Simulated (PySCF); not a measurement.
Ground-state electric properties of a mixed set of molecules.

All values: CAM-B3LYP/def2-SVPD (PySCF) at PBE0-D3(BJ)/def2-SVP geometries, gas phase, one conformer each. Core orbitals are frozen in the response; Δα² is half the sum of the squared differences of the principal polarisabilities. Atoms past krypton carry effective core potentials. The calculation is non-relativistic apart from the core potentials, for bromine too.

Question: Rank by dipole moment, highest first.
A. `[CH3:1][C@@H:2]1[CH2:3][P@@:4]1(=[O:5])[c:6]1[cH:7][cH:8][o:9][cH:10]1` with C3–P4–C6–C7 24°
B. `[SiH3][CH2][In]([CH2][SiH3])[CH2][SiH3]` (In(CH2SiH3)3)
C. `[CH3:1][P@:2](=[O:3])([OH:4])[c:5]1[cH:6][cH:7][cH:8][cH:9][cH:10]1` with C1–P2–O4–H 169°, C1–P2–C5–C6 -113°
D. `[SiH3:1][O:2][SiH:3]([O:4][SiH3:5])[O:6][SiH2:7][Br:8]` with Si1–O2–Si3–O4 36°, O2–Si3–O4–Si5 -33°, O2–Si3–O6–Si7 75°, Si3–O6–Si7–Br8 -44°

Answer: A (4.50 D), C (3.75 D), B (0.97 D), D (0.66 D).

Question: Rank by HOMO energy, highest first.
A. `c1c(cccc1)[P@](C)(O)=O`
B. `C[C@@H]1C[P@@]1(=O)C1=COC=C1`
C. `[SiH3][CH2][In]([CH2][SiH3])[CH2][SiH3]`
D. `[SiH3]O[SiH](O[SiH3])O[SiH2]Br`

Answer: B (-8.21 eV), C (-8.61 eV), A (-8.93 eV), D (-9.81 eV).

All values together:

```
                                 SMILES     formula  μ (D)  HOMO (eV)  LUMO (eV)  α (Å³)  Δα (Å³)  electrons  α per electron (Å³)  ΔSCF removal energy (eV)
[SiH3][CH2][In]([CH2][SiH3])[CH2][SiH3]  C3H15InSi3   0.97      -8.61      -0.58   23.52     6.17        124                0.190                         –
             C[C@@H]1C[P@@]1(=O)c1ccoc1     C7H9O2P   4.50      -8.21       0.64   15.78     7.20         82                0.192                      8.85
                   C[P@](=O)(O)c1ccccc1     C7H9O2P   3.75      -8.93      -0.04   16.06     7.33         82                0.196                         –
         [SiH3]O[SiH](O[SiH3])O[SiH2]Br   BrH9O3Si4   0.66      -9.81       0.62   18.78     1.64        124                0.151                         –
```

Conformers: `[SiH3][CH2][In]([CH2][SiH3])[CH2][SiH3]`; `[CH3:1][C@@H:2]1[CH2:3][P@@:4]1(=[O:5])[c:6]1[cH:7][cH:8][o:9][cH:10]1` with C3–P4–C6–C7 24°; `[CH3:1][P@:2](=[O:3])([OH:4])[c:5]1[cH:6][cH:7][cH:8][cH:9][cH:10]1` with C1–P2–O4–H 169°, C1–P2–C5–C6 -113°; `[SiH3:1][O:2][SiH:3]([O:4][SiH3:5])[O:6][SiH2:7][Br:8]` with Si1–O2–Si3–O4 36°, O2–Si3–O4–Si5 -33°, O2–Si3–O6–Si7 75°, Si3–O6–Si7–Br8 -44°.

A dash marks a removal energy that wasn't run or isn't settled.
